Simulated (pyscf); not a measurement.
PySCF, gas phase, ωB97X-D3(BJ)/def2-SVP geometries. MP2 and CC: frozen core, UHF for open shells. ΔMP2 is the change of the MP2 total energy from the triple- to the quadruple-zeta basis. Singlets are restricted, triplets unrestricted.

Singlet (Å):
```xyz
3

O      0.8322    -0.1311     0.2132
Al     1.8323     0.9791    -0.5630
H      0.2668    -0.7592     0.6536
```

Triplet (Å):
```xyz
3

O      0.6344    -0.3068    -0.1352
Al     1.8156     0.9413    -0.3460
H      0.4781    -0.5531     0.7834
```

Problem. For these two minima of HO–Al, which spin state lies lower at CCSD(T)/def2-TZVPP + ΔMP2(QZVPP), and by how much (electronic energies)?

Solution. The singlet, by 3.04 eV. Zero-point energy shifts E(triplet) − E(singlet) by -0.01 eV. 

E(triplet) − E(singlet) by level (eV):

```tsv
level	gap
ωB97X-D3(BJ)/def2-TZVP	+3.11
PBE/def2-TZVP	+2.91
r²SCAN/def2-TZVP	+2.71
B3LYP-D3(BJ)/def2-TZVP	+3.12
PBE0-D3(BJ)/def2-TZVP	+2.88
M06-2X/def2-TZVP	+3.17
ωB97M-D3(BJ)/def2-TZVP	+3.44
HF/def2-TZVP	+2.20
MP2/def2-QZVPP	+2.86
CCSD/def2-TZVPP	+3.00
CCSD(T)/def2-TZVPP	+3.01
CCSD(T)/def2-TZVPP + ΔMP2(QZVPP)	+3.04
```

The triplet is the lowest one reached from the SCF start used. The CCSD(T) − MP2 part came from Ansatz, without density fitting, on the same reference.
